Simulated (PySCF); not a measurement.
Molecule: C3H8FSi, charge -1, multiplicity 1. It need not be the lowest isomer of its formula. Whether it binds its extra electron was not tested at this geometry. 
Structure (B3LYP-D3(BJ)/def2-TZVP (Ansatz) minimum search):
```
Si
F 1 1.6839
C 1 1.7469 2 121.75
H 3 1.0889 1 121.11 2 77.51
H 3 1.0889 4 113.41 1 156.79
C 1 1.9049 2 98.87 3 124.88
H 6 1.0929 1 111.00 2 160.03
H 6 1.0946 7 107.50 1 -120.28
H 6 1.0948 7 108.56 8 -116.27
C 1 1.9049 2 98.87 6 110.24
H 10 1.0929 1 111.00 2 -160.03
H 10 1.0946 11 107.50 1 120.28
H 10 1.0948 11 108.56 12 116.27
```
Charge -1, spin multiplicity 1.

Dispersion corrections to the total energy (kcal/mol) from the dftd3 and dftd4 libraries through PySCF: D3(BJ) without and D4 with the three-body term, each with the damping fitted for the functional named.

```json
[
 {"functional": "B3LYP", "D3(BJ)": "-10.68", "D4": "-11.10"},
 {"functional": "revPBE", "D3(BJ)": "…", "D4": "-21.32"},
 {"functional": "CAM-B3LYP", "D3(BJ)": "-4.91", "D4": "-5.95"},
 {"functional": "HSE06", "D3(BJ)": "-4.14", "D4": "-5.48"},
 {"functional": "PW6B95", "D3(BJ)": "-3.20", "D4": "…"},
 {"functional": "HF", "D3(BJ)": "-46.38", "D4": "-24.13"},
 {"functional": "LC-wPBE", "D3(BJ)": "…", "D4": "-7.71"}
]
```

What belongs in the gaps?


- revPBE, D3(BJ): -15.11
- PW6B95, D4: -6.00
- LC-wPBE, D3(BJ): -5.87
